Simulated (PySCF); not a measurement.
O4Ru, multiplicity 1. Atoms are numbered in the order given.

```xyz
5

Ru     0.0000     0.0000     0.0000
O     -0.9707     0.9707    -0.9707
O      0.9707     0.9707     0.9707
O      0.9707    -0.9707    -0.9707
O     -0.9707    -0.9707     0.9707
```

Coordinates come from a r2SCAN-D4/def2-SVP optimisation. The spin state was assumed, not searched. The isomer is the one that the SMILES or the coordinates give; other isomers of the formula were not compared. The def2 effective core potentials stand for the cores of Ru; spin–orbit coupling is left out.

These are TDA-PBE/def2-SVPD run with PySCF values and carry that method's errors.

Vertical excitations; the highest root listed may be one member of a degenerate set. Isolated molecule, no solvent. State labels are in the subgroup D2.

```tsv
state	symmetry	energy (eV)	λ (nm)	f	main pairs
S1	B3	3.35	370	0.000	HOMO→LUMO, HOMO→LUMO+1 (degenerate set)
S2	B1	3.35	370	0.000	HOMO−2→LUMO (degenerate set)
S3	B2	3.35	370	0.000	HOMO−1→LUMO+1 (degenerate set)
S4	B2	3.84	323	0.006	HOMO−1→LUMO, HOMO−4→LUMO+1 (degenerate set)
S5	B1	3.84	323	0.006	HOMO−2→LUMO+1, HOMO−5→LUMO (degenerate set)
S6	B3	3.84	323	0.006	HOMO→LUMO+1, HOMO→LUMO, HOMO−3→LUMO, HOMO−3→LUMO+1 (degenerate set)
S7	B2	4.13	300	0.000	HOMO−4→LUMO (degenerate set)
S8	B1	4.13	300	0.000	HOMO−5→LUMO+1 (degenerate set)
S9	B3	4.13	300	0.000	HOMO−3→LUMO+1, HOMO−3→LUMO (degenerate set)
S10	B3	4.73	262	0.011	HOMO−3→LUMO 28 %, HOMO−3→LUMO+1 23 %, HOMO−2→LUMO+3 14 %, HOMO−1→LUMO+2 14 %
T1	B2	2.71	458	0	HOMO−1→LUMO (degenerate set)
T2	B3	2.71	458	0	HOMO→LUMO+1, HOMO→LUMO (degenerate set)
T3	B1	2.71	458	0	HOMO−2→LUMO+1 (degenerate set)
T4	B3	3.01	412	0	HOMO→LUMO 53 %, HOMO→LUMO+1 42 %
```
Triplets are in the Tamm–Dancoff approximation.
